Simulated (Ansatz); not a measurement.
Geometry optimisation, RKS PBE0/6-31G* in Ansatz 0.2.0.

Input:

```yaml
crystal:
  periodic: [false, false, false]
  atoms:
    - { symbol: B, position_ang: [0.0, 0.0, 0.0] }
    - { symbol: "N", position_ang: [0.0, 0.0, 1.55] }
    - { symbol: H, position_ang: [-0.877, -0.2713, 2.08] }
    - { symbol: H, position_ang: [0.877, 0.2713, 2.08] }
    - { symbol: Cl, position_ang: [1.6108, 0.0, -0.93] }
    - { symbol: O, position_ang: [-1.2211, 0.0, -0.705] }
    - { symbol: H, position_ang: [-1.7308, -0.8467, -0.4965] }
basis:
  gaussian: { orbitals: "6-31G*" }
hamiltonian:
  xc: pbe0
relax:
  f_tol: 0.02
  max_steps: 40
```

Launched with:

```bash
$ ansatz run input.yaml --threads 1 --pin off --max-ram 2048MiB --backend cpu --events-out ev --progress --plain --runs-dir out
```

Question: Where does it end, and by what steps?

Answer: The forces met the threshold. After 7 steps the energy has fallen by 0.990 eV; O6 moved furthest, 0.41 Å.

| step | energy less start (eV) | largest force component (eV/Å) | accepted |
| --- | --- | --- | --- |
| 0 | 0.0000 | 2.815 | yes |
| 1 | -0.7092 | 1.157 | yes |
| 2 | -0.8589 | 1.586 | yes |
| 3 | -0.9561 | 0.977 | yes |
| 4 | -0.9853 | 0.294 | yes |
| 5 | -0.9886 | 0.209 | yes |
| 6 | -0.9902 | 0.023 | yes |
| 7 | -0.9903 | 0.006 | yes |

```xyz
7
Properties=species:S:1:pos:R:3
B 0.018 -0.092 0.030
N -0.009 -0.044 1.434
H -0.831 -0.210 1.994
H 0.818 0.163 1.971
Cl 1.566 0.227 -0.792
O -1.046 -0.363 -0.777
H -1.857 -0.528 -0.281
```

Time of the run: 13 s on 1 thread of Intel(R) Xeon(R) 6975P-C (Granite Rapids) (shared host), peak memory 0.18 GiB.
